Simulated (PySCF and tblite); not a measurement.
C₇H₁₂O₂, numbered as in [CH3:1][C@@H:2]1[CH2:3][O:4][C:5](=[O:6])[C@H:7]([CH3:8])[CH2:9]1. The ensemble was built from 60 distance-geometry starts (ETKDG and KDG, MMFF94s, GFN2-xTB) and rests on GFN2-xTB geometries. Energies: PBE0-D3(BJ)/pcSseg-1, with GFN2-xTB thermal terms (modes under about 100 cm⁻¹ blended into free rotors). Symmetry numbers and mirror images are counted. Conformers within 2.5 kcal/mol (GFN2-xTB free energy) were kept, 2 at most. GIAO shieldings: PBE0/pcSseg-1. Couplings: B3LYP/6-31G* with pcJ-1 on H (gas phase; spin-dipole term only for pairs with B, N, F, Si or P). H–H couplings come out 0.1 to 0.9 Hz lower than with pcJ-1 on all atoms. Shifts are against TMS (¹H), TMS (¹³C) at the same level; of two unlike H on one atom, a is the less shielded. Run with PySCF (density fitting) and tblite.

The 6-ring runs over atoms 2–3–4–5–7–9.

Two conformers hold nearly all the population. I: 6-ring half-chair (ring torsions 29, -10, 18, -45, 62, -54°); δ(H9a) = 1.80 ppm. II: 6-ring boat (ring torsions -52, -3, 52, -45, -5, 54°); δ(H9a) = 2.37 ppm. The average over the ensemble at 298.15 K is 1.95 ppm.

Q: What populations and free-energy difference follow from a two-state model?

A: p(I) = (1.95 − 2.37)/(1.80 − 2.37) = 0.74, so K = p(II)/p(I) = 0.36 and G(II) − G(I) = −RT ln K = 0.61 kcal/mol. The weights computed directly are 73.5 % and 26.5 %.


Conformer gaps in pcSseg-1 on xTB geometries can be 2 kcal/mol off for S=O, P=O and other polar bonds.